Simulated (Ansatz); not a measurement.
Consider the hydrogenolysis of a C–S bond: `S[CH]1[O][Al]1[Cl]` + H₂ → `[Cl][Al]1[CH2][O]1` + H₂S.

Gas-phase electronic energies from Ansatz, PBE0-D4/def2-TZVP geometries. CCSD(T)/CBS is the MP2 limit (def2-TZVPP, def2-QZVPP) plus CCSD(T) − MP2 in def2-TZVPP, frozen cores. This one scheme is used for every species. Functionals use def2-TZVPP. Each species was taken in one conformer, which may not be the lowest.

CCSD(T)/CBS gives -0.48 eV.

(1) Another level gave -0.48 eV. Which?
A. CAM-B3LYP/def2-TZVPP
B. BLYP-D4/def2-TZVPP
C. CAM-B3LYP-D4/def2-TZVPP
D. r2SCAN0-D4/def2-TZVPP

Largest T1 diagnostic among the species: 0.015.

Results:

(1) D. r2SCAN0-D4 -0.48, BLYP-D4 -0.39, CAM-B3LYP-D4 -0.54, CAM-B3LYP -0.59 eV.

The D4 term adds +0.10 eV with B3LYP and +0.05 eV with PBE0; it sums over pairs of atoms, weighted by their polarisabilities, and B3LYP, whose exchange is more repulsive, gets the larger term. At CCSD(T), def2-SVP lies −0.08 eV from the extrapolated value and def2-TZVPP −0.04 eV. From r2SCAN to r2SCAN0 (25 % exact exchange), in def2-TZVPP and without D4, ΔE moves by −0.06 eV.

B3LYP here is the variant with VWN-RPA as its local correlation; programs differ in this.
